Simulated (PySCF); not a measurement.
Gas-phase reaction: 2 SnCl₂ + 2 F → SnF₂ + SnCl₄

Computed with PySCF and rigid-rotor harmonic-oscillator thermochemistry at 1 bar. † marks an energy on the PBE0/def2-TZVP geometry and frequencies. Open shells (unrestricted): F (multiplicity 2); the rest are closed-shell singlets. Spin-orbit splitting is ignored; it lowers the true energy and changes the entropy of F. B3LYP is the form with VWN-RPA correlation. Sn: scalar-relativistic def2 core potential, no spin-orbit coupling.

LDA/def2-TZVP† gives ΔH°(298 K) = -909 kJ.

### Question
What do ωB97M-V/def2-TZVP†, B3LYP/def2-TZVP†, HF/def2-TZVP† give?

### Answer
ωB97M-V/def2-TZVP†: -754 kJ; B3LYP/def2-TZVP†: -705 kJ; HF/def2-TZVP†: -482 kJ. For scale, ΔH°(298 K) is -909 kJ at this level, -754 kJ at ωB97M-V/def2-TZVP†, and runs from -909 to -482 kJ over the 18 levels computed.
